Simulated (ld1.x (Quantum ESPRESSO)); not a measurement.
What one change does to a pseudopotential (Pt (Z = 78), TM)

ld1.x (Quantum ESPRESSO) 7.5 input, shortened:

```
&input
   title='Pt', zed=78., rel=0, dft='PBE', iswitch=3,
   config='[Xe] 4f14 5d9 6s0.75 6p0'
 /
 &inputp
   pseudotype=2, tm=.true., lloc=0,
   nlcc=.true., new_core_ps=.true.
 /
3
6P  2  1   0.00   0.00  3.45  3.45  0.0
5D  3  2   9.00   0.00  1.30  1.30  0.0
6S  1  0   0.75   0.00  2.80  2.80  0.0
 &test
   configts(1)='5d9 6s0.75 6p0'
 /
```

All-electron outer shells of the reference configuration (PBE, non-relativistic, ld1.x):

| shell | level (eV) | outermost node (bohr) | outermost maximum (bohr) |
| --- | --- | --- | --- |
| 5p | -52.82 | 0.55 | 1.02 |
| 5d | -8.99 | 0.58 | 1.24 |
| 6s | -5.60 | 1.27 | 2.70 |
| 6p | -2.07 | 1.42 | 3.69 |

Change: all radii but the core radius scaled by about 0.84 (s 2.36, p 2.90, d 1.10 bohr).

Cutoffs: the cutoffs (Ry, on a coarse ladder) from which the occupation-weighted sum of valence levels, in a spherical-Bessel basis at the reference potential, stays within 10 and 1 mRy of its value at 400 Ry; they do not see the model core or the augmentation charge, which bear on the density cutoff. Errors are all-electron minus pseudo energies relative to the spin-unpolarised reference configuration.

Problem. Predict the effect on cutoff, ghosts and configuration errors.

Solution. The potential gets harder (60 Ry and 80 Ry → 120 Ry and 230 Ry); the errors of the 7 common tests hardly move; neither file shows a bound ghost. A smaller radius makes the pseudo-wave follow the all-electron one further in, where it bends more sharply, so more plane waves are needed.

```csv
quantity,base,changed
"cutoff, loose",60 Ry,120 Ry
"cutoff, tight",80 Ry,230 Ry
loose cutoff by channel (10 mRy a level),"d 35 Ry, s 6 Ry","d 55 Ry, s 6 Ry"
bound ghosts,none,none
"error for 5d9 6s1 6p0, meV [ΔE -1.21 eV]",-0.5,-0.5
"error for 5d9 6s0 6p0, meV [ΔE 5.99 eV]",-6.5,-6.6
"error for 5d8 6s0 6p0, meV [ΔE 26.57 eV]",-122,-120
"error for 5d8 6s1 6p0, meV [ΔE 11.15 eV]",-107,-108
"error for 5d9.5 6s0.5 6p0, meV [ΔE -2.57 eV]",-20,-20
"error for 5d9 6s0.5 6p0, meV [ΔE 1.59 eV]",-0.6,-0.6
"error for 5d8 6s1 6p1, meV [ΔE 6.65 eV]",-134,-138
```
